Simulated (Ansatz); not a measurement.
`C=C[SiH2][SiH2]S` → `S[SiH]1C[SiH2]C1`  (isomerisation)

Gas-phase electronic energies from Ansatz, PBE0-D4/def2-TZVP geometries. CCSD(T)/CBS adds triple-zeta CCSD(T) − MP2 to the extrapolated MP2 energy (def2 sets, frozen cores). DFT in def2-TZVPP. One conformer a species, not always the lowest.

`C=C[SiH2][SiH2]S`:

Cartesian coordinates in Å:
```
C 0.142 -0.483 -2.157
C 0.653 -0.836 -0.980
Si -0.372 -1.048 0.561
Si -0.085 0.888 1.847
S -0.513 2.561 0.576
H -0.926 -0.344 -2.298
H 0.765 -0.326 -3.034
H 1.733 -0.961 -0.905
H 0.051 -2.260 1.315
H -1.806 -1.169 0.183
H 1.294 0.961 2.407
H -1.045 0.990 2.976
H 0.110 2.026 -0.491
```

`S[SiH]1C[SiH2]C1`:

```xyz
13

S     2.143    1.786   -0.588
Si    0.614    0.677    0.421
C    -1.114    0.648   -0.338
Si   -1.050   -1.234   -0.130
C     0.820   -1.178    0.180
H     1.693    2.987   -0.184
H     0.563    1.074    1.854
H    -1.906    1.204    0.161
H    -1.092    0.929   -1.394
H    -1.482   -2.030   -1.311
H    -1.802   -1.697    1.066
H     1.376   -1.405   -0.735
H     1.239   -1.761    0.998
```

**Question.** Is it downhill or uphill in electronic energy at CCSD(T)/CBS, and by how much? (Best estimate.)

**Answer.** Computed: Downhill: ΔE = -112.5 kJ/mol.

**Question.** What do these levels give: PBE0-D4, ωB97X-V, PBE0, SCS-MP2/def2-TZVPP, CCSD(T)/def2-TZVPP, HF/def2-QZVPP? (Estimate.)

**Answer.** The calculation gave: PBE0-D4 -122.1, ωB97X-V -119.6, PBE0 -121.2, SCS-MP2/def2-TZVPP -114.6, CCSD(T)/def2-TZVPP -109.6, HF/def2-QZVPP -89.6 kJ/mol.

Largest T1 diagnostic among the species: 0.012.

In def2-TZVPP, CCSD(T) changes the Hartree–Fock value by −20.4 kJ/mol (the triples alone add +0.1 kJ/mol) and MP2 by −39.6 kJ/mol. From PBE to PBE0 (25 % exact exchange), in def2-TZVPP and without D4, ΔE moves by −12.2 kJ/mol.
